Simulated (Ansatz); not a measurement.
`[OH][SnH]([Br])[Br]` + `CO[SiH](O)Cl` → `[OH][SnH2][Br]` + `CO[Si](O)(Cl)Br`  (redistribution)

Calculated with Ansatz (gas phase, PBE0-D4/def2-TZVP geometries, no zero-point term in ΔE). CCSD(T)/CBS adds triple-zeta CCSD(T) − MP2 to the extrapolated MP2 energy (def2 sets, frozen cores). DFT in def2-TZVPP. B3LYP here is the variant with VWN-RPA as its local correlation; programs differ in this. def2 core potentials past Kr. For Br, Sn outer-core shells are correlated without core-valence functions, which leaves a few kJ/mol of doubt a bond. Scalar relativity is left out up to krypton. Each species was taken in one conformer, which may not be the lowest.

Question: Is it downhill or uphill in electronic energy at CCSD(T)/CBS, and by how much? (Estimate.)

Answer: Computed: Uphill: ΔE = +3.4 kcal/mol.

Question: What do these levels give: PBE0-D4, B3LYP-D4, PBE, SCS-MP2/def2-TZVPP, MP2/CBS(def2), CCSD/CBS(def2)? (Estimate.)

Answer: Ansatz gave: PBE0-D4 2.3, B3LYP-D4 3.4, PBE 3.3, SCS-MP2/def2-TZVPP 2.9, MP2/CBS(def2) 3.3, CCSD/CBS(def2) 3.6 kcal/mol.

Largest T1 diagnostic among the species: 0.011.

The D4 term adds −1.2 kcal/mol with B3LYP and −0.6 kcal/mol with PBE0; it sums over pairs of atoms, weighted by their polarisabilities, and B3LYP, whose exchange is more repulsive, gets the larger term. In def2-TZVPP, CCSD(T) changes the Hartree–Fock value by −3.2 kcal/mol (the triples alone add −0.2 kcal/mol) and MP2 by −3.3 kcal/mol.
